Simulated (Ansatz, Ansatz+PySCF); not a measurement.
```xyz
2

P    -0.0328   -0.0201   -0.7506
H     0.0201   -0.0454    0.7243
```

Basis set: def2-SVP (spherical functions). Left uncorrelated: 5 orbitals. Correlation on ROHF uses semicanonical orbitals with singles. Charge 0, multiplicity 3.

Computed with Ansatz (development build ahead of 0.2.0); each method stands on the lowest determinant of its kind that the runs found.

(1) Give the atomization energy at this shape (free ground-state atoms in the same class of orbitals less the molecule, no zero-point energy) of triplet PH by UHF-CCSD(T), ROHF-MP2, ROHF, UHF.

Results:

(1)

```csv
method,atomization energy
UHF-CCSD(T),64.99 kcal/mol
ROHF-MP2,61.40 kcal/mol
ROHF,45.26 kcal/mol
UHF,49.02 kcal/mol
```
